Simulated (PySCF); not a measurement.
C8H6N2, SMILES c1c2nccnc2ccc1.

Coordinates come from a B3LYP-D3(BJ)/def2-SVP optimisation.

These are TDA-PBE/def2-SVPD in PySCF values and carry that method's errors.

Vertical excitations. Isolated molecule, no solvent. State labels are in the subgroup C2v.

```csv
state,symmetry,energy (eV),λ (nm),f,main pairs
S1,B1,2.94,422,0.002,HOMO→LUMO 99 %
S2,B2,3.90,318,0.019,HOMO−1→LUMO 87 %
S3,A2,3.91,317,0.000,HOMO→LUMO+1 100 %
S4,A1,4.28,290,0.044,"HOMO−2→LUMO 60 %, HOMO−1→LUMO+1 37 %"
S5,A2,4.47,278,0.000,HOMO−3→LUMO 98 %
S6,B1,4.75,261,0.003,HOMO→LUMO+2 99 %
T1,B1,2.48,500,0,HOMO→LUMO 99 %
T2,B2,2.96,420,0,HOMO−1→LUMO 96 %
```
Triplets are in the Tamm–Dancoff approximation.
